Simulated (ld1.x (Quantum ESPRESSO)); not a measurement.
Configuration tests for manganese (PAW)

manganese (Mn), PAW, made with ld1.x (Quantum ESPRESSO) 7.5 (PBE, scalar-relativistic). Core [Ar], reference 3d5 4s1.75 4p0 (charge +0.25). Waves: 4s (bound): rcut 2.00, rcutus 2.50 bohr; 4s channel at 1.75 Ry: rcut 2.00, rcutus 2.50 bohr; 4p (bound, empty): rcut 1.92, rcutus 2.04 bohr; 4p channel at 2.5 Ry: rcut 1.92, rcutus 2.04 bohr; 3d (bound): rcut 2.10, rcutus 2.20 bohr; 3d channel at -0.3 Ry: rcut 2.10, rcutus 2.20 bohr. Local part: all-electron potential smoothed inside 1.75 bohr (lloc = -1). Core correction: Bessel-smoothed model core inside 2.25 bohr. Augmentation charge: BESSEL, radius 1.50 bohr.

Energies are relative to the spin-unpolarised reference configuration 3d5 4s1.75 4p0; without spin polarisation the order of configurations can differ from experiment.

Q: Give the all-electron excitation energy and the error of the potential for: 3d5 4s2 4p0; 3d5 4s1 4p0; 3d5 4s0 4p0; 3d4 4s2 4p0; 3d5 4s1.5 4p0; 3d5 4s0 4p1; 3d5.5 4s1.5 4p0.

A:

| valence configuration | charge | ΔE all-electron (eV) | error AE − PS (meV) |
| --- | --- | --- | --- |
| 3d5 4s2 4p0 | 0 | -1.476 | +0.1 |
| 3d5 4s1 4p0 | +1 | 6.940 | -1.6 |
| 3d5 4s0 4p0 | +2 | 22.539 | -8.5 |
| 3d4 4s2 4p0 | +1 | 11.711 | -205 |
| 3d5 4s1.5 4p0 | +0.5 | 1.885 | -0.3 |
| 3d5 4s0 4p1 | +1 | 11.680 | -5.3 |
| 3d5.5 4s1.5 4p0 | 0 | -1.958 | -26 |

Levels in the configuration 3d4 4s2 4p0:

```csv
level,all-electron (eV),pseudo (eV)
3d,-20.223,-20.699
4s,-13.560,-13.594
```

Note: ghost state, extra bound levels that the all-electron valence spectrum of the same l lacks: p at -17.6 eV. A true bound ghost makes a file unfit for plane-wave use.
